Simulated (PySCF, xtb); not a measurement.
TeClBr, SMILES Cl[Te]Br.

Harmonic wavenumbers (cm⁻¹) from xtb 6.7.1 with GFN2-xTB at its own minimum, in rising order: 101, 269, 360.

Question: What does PySCF with PBE0-D3(BJ)/def2-TZVP give at its own minimum? (Estimate from the structure and the level; the computed values follow.)

Answer: 107, 265, 379. Paired by order, the mean absolute difference is 10 cm⁻¹ and the zero-point energies are 1.0 and 1.1 kcal/mol.
